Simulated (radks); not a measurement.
Species: Ru IV. Configuration: [Kr] 4d5 (the NIST ground configuration). Calculated with a radial shooting solver on a logarithmic mesh with Libxc functionals: non-relativistic Kohn-Sham, PBE, spin-polarised, spherical densities, point nucleus; open shells are filled with parallel spins first (spin-orbit coupling, left out, can overturn this in heavy ions); relativity is left out, which matters for an element this heavy.

Unscreened Slater integrals over Kohn-Sham orbitals (cm^-1). They are taken over the spin-up orbitals.

integral,value
"F0(4d,4d)",139940
"F2(4d,4d)",70920
"F4(4d,4d)",46646
"F0(4d,4p)",154950
"F2(4d,4p)",77509
"G1(4d,4p)",97625
"G3(4d,4p)",59907
"F0(4d,4s)",159180
"G2(4d,4s)",72543
"F0(4d,3d)",188240
"F2(4d,3d)",35724
"F4(4d,3d)",15567
"G0(4d,3d)",11380
"G2(4d,3d)",12977
"G4(4d,3d)",9816.3
"F0(4p,4p)",176140
"F2(4p,4p)",92910
"F0(4p,4s)",182490
"G1(4p,4s)",124790
"F0(4p,3d)",228180
"F2(4p,3d)",52728
"G1(4p,3d)",16740
"G3(4p,3d)",16234
"F0(4s,4s)",189650
"F0(4s,3d)",242360
"G2(4s,3d)",18877
"F0(3d,3d)",520720
"F2(3d,3d)",258130
"F4(3d,3d)",164370

Derived for the open shells (J is the average intra-shell exchange parameter used in DFT+U). 4d: Racah B = F2/49 - 5 F4/441 = 918.5 cm^-1, C = 35 F4/441 = 3702 cm^-1, C/B = 4.03, F4/F2 = 0.658, J = (F2 + F4)/14 = 8398 cm^-1.
